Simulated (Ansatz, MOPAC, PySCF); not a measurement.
System: KCl, charge 0, multiplicity 1. SMILES: [Cl][K]
Coordinates optimised at B3LYP-D3(BJ)/def2-TZVP (Ansatz, an electronic-structure program):
```
K
Cl 1 2.7015
```
Charge 0, spin multiplicity 1.

Quantity: size of the dipole moment, in D. Terms: no spin-orbit coupling; LANL2DZ with its own core potentials from Na on; non-relativistic; 6-31G* and kin with 6d, 5d where marked; 6-311+G** with 5d, 6d on Na to Ar in Ansatz. First-principles rows: single points at B3LYP-D3(BJ) geometries (Ansatz). Semi-empirical rows: dipoles at the shared geometry.

```csv
level,program,size of the dipole moment (D)
AM1,MOPAC,9.86
PM6,MOPAC,10.33
MNDO,MOPAC,9.78
SVWN5/6-31G*,Ansatz,9.69
PBE/6-31G*,Ansatz,9.77
B3LYP/6-31G*,Ansatz,10.04
B3LYP/6-31G* with LANL2DZ past Ar,Ansatz,11.20
B3LYP/6-311+G**,Ansatz,10.60
PBE0/6-311+G**,Ansatz,10.69
M06-2X/6-311+G**,PySCF,10.85
```

No value to compare with is used here. The 10 habitual levels span 9.69 (SVWN5/6-31G*) to 11.20 D (B3LYP/6-31G* with LANL2DZ past Ar).

The levels are drawn from those run, B3LYP/6-31G* more often than the rest, none by its result; runs whose electronic state is in doubt are left out.
